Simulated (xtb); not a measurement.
CrO₂F, SMILES [Cr+]([F])(=[O])=[O], charge +1, multiplicity 1. All values are semi-empirical tight-binding results from xtb (GFN2-xTB unless named), good for trends rather than for accurate numbers. Geometry: GFN2-xTB. The spin state was assumed, not searched. The isomer is the one that the SMILES or the coordinates give; other isomers of the formula were not compared.

Optimised geometry:

Bonded distances (Å): Cr1–O2 1.548, Cr1–O3 1.548, Cr1–F4 1.644. Bond angles (°): O2–Cr1–O3 110.6, O2–Cr1–F4 108.4, O3–Cr1–F4 108.4.
Charge +1, spin multiplicity 1.

For metal compounds this method's bond lengths and energies can be far off.

**Question.** Estimate the properties. (The exact figures need the calculation; the answer reports its results.)

**Answer.** 
```yaml
point_group_as_xtb_finds_it: Cs
orbital_gap: 0.63 eV
zero_point_energy: 4.9 kcal/mol
G − E(el) at 298.15 K (modified RRHO): -12.4 kcal/mol
```

Computed atomic charges and the Wiberg bond orders between heavy atoms:
charges (e) Cr1 1.03, O2 -0.03, O3 -0.03, F4 0.04. Bond orders Cr1–O2 2.38, Cr1–O3 2.38, Cr1–F4 1.53.
